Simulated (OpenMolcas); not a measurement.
**neutral niobium: effect of the IPEA shift**

```json
{
 "Program": "OpenMolcas 26.06",
 "Basis": "ANO-RCC-VTZP [7s6p4d2f1g]",
 "Scalar Hamiltonian": "DKH2, point nucleus",
 "Active space": "5 electrons in 6 orbitals (4d 5s)",
 "State averaging": "2S+1 = 6 even, 6 roots; 2S+1 = 4 even, 66 roots kept (CI in the orbitals of an earlier block); 2S+1 = 2 even, 98 roots kept (CI in the orbitals of an earlier block)",
 "Spin-orbit coupling": "state interaction with AMFI integrals over the reference wave functions, term energies averaged over their components"
}
```

Methods on the same reference wave functions:
A. CASSCF
B. MS-CASPT2, IPEA 0 Eh, imaginary shift 0.1 Eh (closed shells correlated: 4s 4p)
C. MS-CASPT2, IPEA 0.25 Eh, imaginary shift 0.1 Eh (closed shells correlated: 4s 4p)

Energies in cm-1 above 4d4 5s 6D 1/2, the measured ground level; measured values from NIST Handbook of Basic Atomic Spectroscopic Data.

```
                  Level      A      B      C  Measured
          4d4 5s 6D 1/2    0.0    0.0    0.0       0.0
          4d4 5s 6D 3/2    141    104    147       154
          4d4 5s 6D 5/2    366    288    380       392
          4d4 5s 6D 7/2    664    542    688       695
          4d4 5s 6D 9/2   1024    899   1086      1050
  4d3 5s2 4F 3/2 [75 %]   9722  -4300   -525      1143
  4d3 5s2 4F 5/2 [75 %]  10022  -3930   -163      1587
  4d3 5s2 4F 7/2 [75 %]  10410  -3440    312      2154
4d4 5s 4P 1/2(1) [72 %]  10648   -817   4540          
  4d3 5s2 4F 9/2 [70 %]  10855  -2840    852      2805
4d4 5s 4P 3/2(1) [73 %]  11056   -599   4740          
4d4 5s 4P 5/2(1) [73 %]  11740   -188   5150          
       4d4 5s 4D 1/2(1)  14203   6200   8130          
       4d4 5s 4D 3/2(1)  14438   6520   8400          
       4d4 5s 4D 5/2(1)  14766   6840   8740          
          4d4 5s 4H 7/2  14976  11010  12580          
          4d4 5s 4H 9/2  15110  11130  12680          
       4d4 5s 4D 7/2(1)  15178   7280   9160          
         4d4 5s 4H 11/2  15289  11350  12850          
         4d4 5s 4H 13/2  15521  11600  13110          
             4d5 6S 5/2  16550  12380  12550          
         4d4 5s 4G 11/2  17869  12920  14770          
         4d3 5s2 2G 7/2  18429   6940  10390          
         4d3 5s2 2G 9/2  18673   7350  10770
```

B puts 4d3 5s2 4F 3/2 [75 %] lowest. C puts 4d3 5s2 4F 3/2 lowest.

Deviations, from unrounded energies. A percentage is the sum of absolute deviations over the sum of measured energies, with the sign that they share, or ± where signs differ.

```
                  Against measurement  Levels       A       B      C
       mean absolute deviation (cm-1)       8    4200    2800    910
fine structure of the ground term (%)       4    -4.2   -20.0   ±2.7
             other configurations (%)       4  +433.3  -288.7  -93.8
```

C lies closest to measurement on these levels and A furthest from it. The largest miss of C in the table is 4d3 5s2 4F 9/2 [70 %], by -2000 cm-1. The ranking rests on the paired levels alone, and a cruder setting can come out closer through cancelling errors.

Between B and C the level of the table that moves most is 4d4 5s 4P 1/2(1) [72 %], by 5400 cm-1 (lowest in B, highest in C). Moves below CASPT2's spread within the term are not significant.

From A to B the spin-free energies of the other terms of 4d4 5s shown, above 6D, scale by factors of -0.08 to 0.74.

The lowest spin-free term lies below A's lowest term by 0.389 hartree in B, 0.353 hartree in C.

Term energies are means over components that CASPT2 splits; among the terms shown or strongly mixed into the levels shown the widest spread is 1800 cm-1 (4d3 5s2 4F, B). Over all roots computed the reference weight is 0.80 to 0.89 in B, 0.85 to 0.90 in C; the roots of lowest weight are the least certain, and an intruder state may touch them. Terms from blocks run as CI alone lack orbitals of their own. Configurations are named by rounded mean occupations; where the s occupation lies near a half they are strongly mixed, a name can repeat and a true partner stay unpaired. A single d shell beside an s shell can misplace configurations of different d count against each other. The CASPT2 spread within a term exceeds the gap to the next term for 4d4 5s 4F(1) and 4d5 6S, 4d5 6S and 4d4 5s 4G, so the order of their levels is uncertain, and so are names and mixing where such terms share a J (figures for B; the like holds for C). Without dynamic correlation excited terms often stand tens of per cent too high (terms of higher spin than the ground term too low), and those without a measured partner can miss by more than the paired ones (holds for A). Blocks of more than 70 roots (2S+1 = 2 even) ran without multistate coupling (holds for B; C). The lowest computed level is not the ground level that NIST lists (6D1/2) (holds for B; C). Some levels mix across a computed gap that differs much from the measured one, so their mixing is not that of the real levels (holds for C). Measured partners are found by configuration, term and J. A level has none where our copy of the source lacks it or the pairing is in doubt (some pairs that miss far off the trend of their configuration count as doubtful), and it then counts in no deviation. Only configurations of the active space appear. Levels that lie high or do not pair safely by name in every column are left out.

A share in square brackets marks a mixed level and gives the weight of the term that names it, the lowest over the columns. A number in round brackets counts repeated terms of one configuration in the order of the reference energies.
